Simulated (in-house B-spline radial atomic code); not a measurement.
# RPA and G0W0 on wB97X: C V (C4+)

Configuration 1s2, mean-field start wB97X. Computed with an all-electron radial atomic-structure program (B-spline basis): all electrons, scalar-relativistic (spin-free one-electron X2C), finite nucleus, each spin shell either full or empty, empty states to l = 9 with an (l + 1/2)⁻⁴ tail; G0W0 by contour deformation at full frequency.

Command:
```bash
python run_gw.py task.json out
```
Settings (radii: box in bohr, nucleus in fm):
```
Z                        6
electrons                2
configuration            1s2
hamiltonian              x2c
method                   wb97x
lmax                     9
rms_radius               2.4702
spin_polarised           False
box_radius               11.96
intervals                70
ion_configuration        1s1
```

Time taken, with all properties: 1.5 s on 1 thread of Arm Neoverse V1 (shared host).

Energies (hartree):

| term | value |
| --- | --- |
| mean-field total | -32.48669 |
| Hartree-Fock functional on these orbitals | -32.37392 |
| direct second order | -0.092218 |
| second-order exchange | 0.04611 |
| SOSEX correction | 0.044177 |

Q: What is the RPA correlation energy, and what remains with SOSEX?

A: RPA gives -0.088352 hartree (-1.2 eV per electron); RPA + SOSEX gives -0.044175, and the second-order doubles -0.046108 hartree (no singles). SOSEX takes back 50 % of the RPA value, the self-correlation of each of the two electrons.

Quasi-particle levels (eV):

```tsv
level	occupied	mean field	Σx - vxc	Σc	QP weight	G0W0
1s	yes	-367.60	-24.76	?	?	?
2s	no	-65.31	0.98	-0.17	1.000	-64.50
```

G0W0 = mean field + (Σx - vxc) + Σc, with Σc (partial-wave tail included) taken at the quasi-particle energy.

Q: Where does G0W0 put 1s?

A: At -391.77 eV, with Σc = 0.59 eV and a quasi-particle weight of 0.992. The tabulated removal energy is 392.091 eV (NIST, tabulated theory).

Q: What does it cost to remove one electron (to 1s1) by differences of total energies, each species on its own start (correlation terms add to the Hartree-Fock functional)?

A: wB97X 393.15 eV, Hartree-Fock functional 390.91 eV, + RPA 392.70 eV, + RPA + SOSEX 392.11 eV, + second order 392.17 eV. Tabulated: 392.091 eV (NIST, tabulated theory).
